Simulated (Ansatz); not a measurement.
C3H8OSi can be A, `C[SiH]1CCO1`, or B, `CC(C)O[SiH]`.

Isolated molecules relaxed with PBE0-D4/def2-TZVP in Ansatz; ΔE leaves out vibrations. CBS: MP2 limit from def2 TZ/QZ plus the TZ coupled-cluster correction, frozen cores. DFT in def2-TZVPP. B3LYP here is the variant with VWN-RPA as its local correlation; programs differ in this. One conformer a species, not always the lowest.

(1) Which is lower in electronic energy at CCSD(T)/CBS, and by how much? (Estimate.)

(2) Give E(B) − E(A) in kJ/mol with r2SCAN-D4, CCSD/def2-TZVPP, CCSD(T)/def2-TZVPP, PBE0-D4, B3LYP-D4, HF/def2-TZVPP, B3LYP. (An estimate is asked.)

Largest T1 diagnostic: 0.014.

## Answers

(1) The calculation gave: A, by 108.9 kJ/mol.

(2) The calculation gave: r2SCAN-D4 124.3, CCSD/def2-TZVPP 104.3, CCSD(T)/def2-TZVPP 104.3, PBE0-D4 120.0, B3LYP-D4 98.8, HF/def2-TZVPP 105.3, B3LYP 99.8. None reverses the order clearly.

From PBE to PBE0 (25 % exact exchange), in def2-TZVPP and without D4, E(B) − E(A) moves by +11.3 kJ/mol.
